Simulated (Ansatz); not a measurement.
Gas-phase electronic energies from Ansatz, PBE0-D4/def2-TZVP geometries. CBS: MP2 limit from def2 TZ/QZ plus the TZ coupled-cluster correction, frozen cores. DFT in def2-TZVPP. Each species was taken in one conformer, which may not be the lowest.

Consider the redistribution: `C[SiH](O)C(N)=O` + `S[SiH2]CCl` → `C[SiH](O)S` + `NC(=O)[SiH2]CCl`.

`C[SiH](O)C(N)=O`:

Cartesian coordinates in Å:
```
C 1.457 -0.025 -1.154
Si 0.233 0.859 -0.068
O -0.708 1.909 -0.899
C -1.092 -0.347 0.646
N -0.772 -1.362 1.475
O -2.244 -0.144 0.282
H 2.118 0.695 -1.644
H 0.946 -0.600 -1.928
H 2.082 -0.707 -0.570
H 0.953 1.537 1.046
H -1.635 1.636 -0.829
H -1.504 -1.957 1.833
H 0.165 -1.493 1.810
```

`S[SiH2]CCl`:

```xyz
9

S    -0.973    1.573   -1.412
Si   -0.683    0.296    0.280
C     0.734   -0.904   -0.010
Cl    0.887   -1.938    1.440
H     0.140    2.295   -1.194
H    -1.948   -0.462    0.419
H    -0.395    1.085    1.501
H     1.687   -0.395   -0.157
H     0.550   -1.551   -0.867
```

`C[SiH](O)S`:

```xyz
10

C    -0.399    1.302   -0.224
Si    0.151   -0.304    0.517
O     1.705   -0.520    0.018
S    -1.102   -1.952   -0.032
H    -1.415    1.543    0.095
H     0.268    2.109    0.090
H    -0.381    1.250   -1.315
H     0.044   -0.311    2.000
H     2.105   -1.370    0.206
H    -0.978   -1.746   -1.354
```

`NC(=O)[SiH2]CCl`:

Cartesian coordinates in Å:
```
N -0.818 -1.292 1.761
C -0.573 -1.045 0.454
O -1.198 -1.580 -0.445
Si 0.812 0.191 -0.044
C 0.087 1.242 -1.419
Cl 1.339 2.351 -2.044
H -0.304 -0.829 2.489
H -1.538 -1.952 2.011
H 1.237 1.044 1.099
H 1.966 -0.591 -0.547
H -0.257 0.614 -2.241
H -0.751 1.847 -1.074
```

(1) Is it downhill or uphill in electronic energy at CCSD(T)/CBS, and by how much? (Best estimate.)

(2) What do these levels give: PBE-D4, ωB97X-V, ωB97M-V, B2PLYP, PBE, CCSD/def2-TZVPP? (An estimate is asked.)

Largest T1 diagnostic among the species: 0.015.

Answers

(1) Ansatz gave: Nearly level: ΔE = -1.3 kJ/mol.

(2) Ansatz gave: PBE-D4 -1.5, ωB97X-V -1.4, ωB97M-V -1.1, B2PLYP -1.9, PBE -1.7, CCSD/def2-TZVPP -1.5 kJ/mol.
